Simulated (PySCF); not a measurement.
Isomers of C2H4S3. All species are isolated molecules in the gas phase. One relaxed conformer stands for each flexible species; it need not be the lowest. Strings in code marks are SMILES.

Quantity: electronic energy of isomers of C2H4S3 relative to `S=C(S)CS`, in kJ/mol.

Case: `C=C(S)SS`. Geometry of `C=C(S)SS` (neutral, multiplicity 1, Å):

```xyz
9

C     -0.1686    -0.4665     1.0392
C     -0.5238     0.2622    -0.0115
S     -2.0670     1.1056    -0.0842
S      0.3330     0.4189    -1.5464
S      2.1816    -0.3690    -1.2234
H      0.7321    -1.0675     1.0218
H     -0.7721    -0.4603     1.9374
H     -1.5921     2.2460    -0.6173
H      1.9039    -1.6516    -1.5318
```

Problem. Estimate the electronic energy of isomers of C2H4S3 relative to `S=C(S)CS` that PBE-D3(BJ)/def2-TZVP // PBE0-D3(BJ)/def2-TZVP (PySCF) returns for this input.

Solution. 10.69 kJ/mol.
